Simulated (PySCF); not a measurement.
## `[SeH][SeH]`, H₂Se₂

Molfile (atoms numbered from 1):
```
H2Se2
     RDKit          3D

  4  3  0  0  0  0  0  0  0  0999 V2000
    1.0376    0.5120    0.5749 Se  0  0  0  0  0  2  0  0  0  0  0  0
   -1.0280    0.6092   -0.5020 Se  0  0  0  0  0  2  0  0  0  0  0  0
    1.6566   -0.4778   -0.3270 H   0  0  0  0  0  0  0  0  0  0  0  0
   -1.6724   -0.4709    0.2698 H   0  0  0  0  0  0  0  0  0  0  0  0
  1  2  1  0
  1  3  1  0
  2  4  1  0
M  END
```

Method used: PySCF 2.14.0, TDDFT PBE0/def2-SVPD circular dichroism and optical rotation, one conformer, gas phase. Geometry: PBE0-D3(BJ)/def2-SVP.

The calculation is non-relativistic, which matters for the atoms heavier than Zn. States above about 7.2 eV lie in this functional's continuum (it starts at minus the energy of the highest occupied orbital, well below the true ionisation energy for most functionals) and depend on the basis. No stereocentre is labelled: unless the shape is locked (an allene, a helicene, a hindered biaryl), the mirror image is equally populated and a measured rotation or CD is zero.

(1) Draw the ECD and absorption spectra from the lowest 8 states, each a Gaussian of half-width 0.2 eV at 1/e height.

Results:

(1) 
```csv
E (eV),λ (nm),Δε (L mol⁻¹ cm⁻¹),ε (L mol⁻¹ cm⁻¹)
3.37,368,+0.01,1.6
3.52,353,+0.13,39.7
3.67,338,+0.89,320
3.82,325,+1.88,840
3.97,313,+1.20,717
4.12,301,+0.22,199
4.27,291,+0.01,18
4.42,281,0.00,0.527
4.57,271,0.00,0
4.72,263,0.00,0
4.87,255,0.00,0.134
5.02,247,+0.05,8.09
5.17,240,+0.50,159
5.32,233,+0.49,1020
5.47,227,-4.61,2120
5.62,221,-6.87,1450
5.77,215,-1.33,369
5.92,210,+4.07,295
6.07,204,+4.52,505
6.22,199,+0.29,307
6.37,195,-0.50,62.4
6.52,190,-0.04,93.9
6.67,186,+0.68,1840
6.82,182,+4.54,12300
6.97,178,+10.00,26500
7.12,174,+9.12,19000
```
Δε uses R in velocity form, ε uses f in length form. Only the states computed contribute, so the short-wavelength end is incomplete.
